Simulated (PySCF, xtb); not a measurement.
KCl, SMILES [Cl][K].

Harmonic wavenumbers (cm⁻¹) from xtb 6.7.1 with GFN2-xTB at its own minimum, in rising order: 213.

Q: What does PBE-D3(BJ)/def2-TZVPD (PySCF) give at its own minimum? (Estimate from the structure and the level; the computed values follow.)

A: 265. Paired by order, the mean absolute difference is 52 cm⁻¹ and the zero-point energies are 0.3 and 0.4 kcal/mol.
